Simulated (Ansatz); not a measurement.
Cost against result

Saddle point of ZnNH$_{4}$ClO, closed shell (ZnHClO ([OH][Zn][Cl]) + NH₃ → ZnNH₂Cl ([NH2][Zn][Cl]) + H₂O (still joined by a long Zn–O bond); bonds formed: O2–H4; dative contacts that become bonds: Zn1–N5; bonds broken: H4–N5; bonds weakened to dative contacts: Zn1–O2), PBE0-D4/def2-TZVP structure:

```
8
angstrom
Zn -0.7662 -0.5528 -0.5284
O 1.2479 -0.6599 -0.3477
Cl -2.1447 -1.5555 -1.7831
H 0.8889 0.2187 0.3511
N -0.2461 0.7552 0.8389
H 1.9383 -0.5076 -0.9942
H -0.4429 1.7302 0.6567
H -0.4752 0.5718 1.8068
```

Barriers are electronic and count from the start structure reached by relaxing down the imaginary mode.

Computed with Ansatz 0.2.0 (basis: as named in each row); correlated methods freeze the cores. The 3s and 3p shells of Cu and Zn are frozen; filled d shells are correlated. B3LYP uses VWN-RPA correlation. Extrapolation: Hartree–Fock as exp(−7.88 √X), correlation as X^−2.97.

Times are rough, for one single point on 8 threads of a shared host (Arm Neoverse V2).

The estimate by CCSD(T) at an estimated basis limit (MP2 extrapolated from triple and quadruple zeta, plus CCSD(T) − MP2 in triple zeta) is 89.5 kJ/mol.

| method | basis | time (s) | barrier (kJ/mol) | method less estimate |
| --- | --- | --- | --- | --- |
| HF | STO-3G | under 1 | 76.9 | -12.7 |
| SPW92 | def2-SVP | under 1 | 31.0 | -58.6 |
| PBE-D4 | def2-SVP | under 1 | 52.0 | -37.6 |
| B3LYP-D4 | 6-31G | under 1 | 77.3 | -12.2 |
| PBE0-D4 | def2-SVP | under 1 | 60.6 | -28.9 |
| SPW92 | def2-TZVPP | under 1 | 50.8 | -38.8 |
| PBE-D4 | def2-TZVPP | under 1 | 70.9 | -18.6 |
| BLYP-D4 | def2-TZVPP | under 1 | 81.0 | -8.6 |
| B3LYP-D4 | def2-TZVPP | 1 | 85.2 | -4.4 |
| BHLYP-D4 | def2-TZVPP | 1 | 94.1 | 4.6 |
| PBE0-D4 | def2-TZVPP | 1 | 77.8 | -11.8 |
| CAM-B3LYP-D4 | def2-TZVPP | 1 | 84.8 | -4.7 |
| CCSD(T) | def2-SVP | 2 | 75.3 | -14.3 |
| r2SCAN-D4 | def2-TZVPP | 2 | 78.8 | -10.7 |
| RPA on PBE | def2-TZVPP | 2 | 86.0 | -3.5 |
| B2PLYP | def2-TZVPP | 2 | 86.7 | -2.8 |
| wB97M-V | def2-SVP | 2 | 64.4 | -25.1 |
| PBE-D4 | STO-3G | 2 | 13.1 | -76.5 |
| r2SCAN0-D4 | def2-TZVPP | 2 | 82.4 | -7.2 |
| PBE-QIDH | def2-TZVPP | 2 | 83.1 | -6.4 |
| wB97X-V | def2-TZVPP | 3 | 86.9 | -2.6 |
| B97M-V | def2-TZVPP | 4 | 92.5 | 3.0 |
| wB97M-V | def2-TZVPP | 4 | 85.0 | -4.5 |
| MP2 | def2-QZVPP | 7 | 86.4 | -3.2 |
| CCSD(T) | def2-TZVPP | 48 | 86.5 | -3.0 |

All methods are single points on the PBE0-D4 structures.

The T1 diagnostic stays at or below 0.014.

Labels in which every atom is bracketed show which atoms are joined, not bond orders.
